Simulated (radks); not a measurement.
Question: Au17+, 62 electrons, occupied as [Kr] 4d10 4f14 5s2 (the NIST ground configuration). Calculated with a radial shooting solver on a logarithmic mesh with Libxc functionals: Dirac Kohn-Sham, PBE, spin-unpolarised, spherical densities, point nucleus. Some entries of the table are withheld. Estimate them.

orbital  occ.  eigenvalue (eV)  <r> (bohr)
1s1/2       2        -81042.14     0.01686
2s1/2       2        -14598.62         (1)
2p1/2       2        -14013.89     0.05797
2p3/2       4        -12177.04     0.06652
3s1/2       2        -3726.674      0.1831
3p1/2       2              (2)      0.1734
3p3/2       4              (3)      0.1891
3d3/2       4        -2623.865         (4)
3d5/2       6        -2536.529         (5)
4s1/2       2              (6)      0.4056
4p1/2       2              (7)      0.4077
4p3/2       4              (8)      0.4408
4d3/2       4        -699.1647      0.4471
4d5/2       6        -680.7049      0.4576
4f5/2       6        -443.7585         (9)
5s1/2       2        -441.8116      0.8429
4f7/2       8        -439.6780        (10)

Answer: 
(1) 2s1/2 <r> (bohr): 0.07043
(2) 3p1/2 eigenvalue (eV): -3464.227
(3) 3p3/2 eigenvalue (eV): -3058.338
(4) 3d3/2 <r> (bohr): 0.1646
(5) 3d5/2 <r> (bohr): 0.1694
(6) 4s1/2 eigenvalue (eV): -1092.983
(7) 4p1/2 eigenvalue (eV): -980.8232
(8) 4p3/2 eigenvalue (eV): -882.7477
(9) 4f5/2 <r> (bohr): 0.4722
(10) 4f7/2 <r> (bohr): 0.4776
